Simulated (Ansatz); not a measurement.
Stepwise reaction of `BC` with water, as a gas-phase model of exchange steps in deposition or etching. ΔE in kJ/mol; ΔG adds harmonic PBE0-D4 terms to CCSD(T)/CBS, at 1 bar.

Gas-phase electronic energies from Ansatz, PBE0-D4/def2-TZVP geometries. CCSD(T)/CBS is the MP2 limit (def2-TZVPP, def2-QZVPP) plus CCSD(T) − MP2 in def2-TZVPP, frozen cores. This one scheme is used for every species. Functionals use def2-TZVPP. B3LYP here is the variant with VWN-RPA as its local correlation; programs differ in this. Each species was taken in one conformer, which may not be the lowest.

```csv
step,reaction,PBE-D4,B3LYP-D4,ωB97M-V,CCSD(T)/CBS,ΔG(400 K)
2,`CBO` + H₂O → `CB(O)O` + H₂,-102.2,-103.9,-103.9,-99.4,-100.6
```

(1) Give the row of step 1, `BC` + H₂O → `CBO` + H₂. (Estimate.)

(2) By hand: ΔE of the 2 steps together at CCSD(T)/CBS.

Results:

(1) Computed: 
| step | reaction | PBE-D4 | B3LYP-D4 | ωB97M-V | CCSD(T)/CBS | ΔG(400 K) |
| --- | --- | --- | --- | --- | --- | --- |
| 1 | `BC` + H₂O → `CBO` + H₂ | -135.1 | -132.8 | -132.3 | -127.0 | -121.4 |

(2) (-127.0) + (-99.4) = -226.4 kJ/mol, or -113.2 kJ/mol a step.

In ΔE each step is higher than the one before. All are downhill at CCSD(T)/CBS. ΔG lies between -121.4 and -100.6 kJ/mol a step. PBE-D4 differs from CCSD(T)/CBS by -8.1 to -2.8 kJ/mol a step. Isolated molecules leave out the surface, adducts and barriers. Largest T1 diagnostic: 0.012.
